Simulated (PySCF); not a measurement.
P²⁺: ionisation energy

P²⁺ [Ne] 3s2 3p1 (2P) → P³⁺ [Ne] 3s2 (1S), as a difference of total energies. Calculation: PySCF 2.14, in aug-cc-pCVQZ-DK; the spin-free X2C one-electron Hamiltonian (Gaussian nucleus). Correlated levels: valence: [Ne] frozen; valence and next inner shell: 1s2 frozen; nothing frozen. The calculations carry no spin-orbit coupling.

```json
{"method": "UHF", "ionisation energy (eV)": "29.581"}
{"method": "LDA", "ionisation energy (eV)": "30.198"}
{"method": "PBE", "ionisation energy (eV)": "30.235"}
{"method": "PBE0", "ionisation energy (eV)": "30.257"}
{"method": "r2SCAN", "ionisation energy (eV)": "30.368"}
{"method": "r2SCANh", "ionisation energy (eV)": "30.362"}
{"method": "PW91", "ionisation energy (eV)": "30.308"}
{"method": "MP2 (valence)", "ionisation energy (eV)": "29.914"}
{"method": "MP2 (valence and next inner shell)", "ionisation energy (eV)": "29.965"}
{"method": "SCS-MP2 (valence and next inner shell)", "ionisation energy (eV)": "29.951"}
{"method": "MP2 (all electrons)", "ionisation energy (eV)": "29.969"}
{"method": "SCS-MP2 (all electrons)", "ionisation energy (eV)": "29.954"}
```

Task: Estimate what M06-2X gives.

Result: 29.994 eV, closest to MP2 (all electrons) among the rows shown.

Task: Estimate what SCS-MP2 (valence) gives.

Result: 29.907 eV, closest to MP2 (valence) among the rows shown.

A first-order spin-orbit estimate (lowest level to lowest level, LS coupling) adds 0.041 eV.

For comparison: 30.203 eV (measured; NIST Atomic Spectra Database, ionization energies).
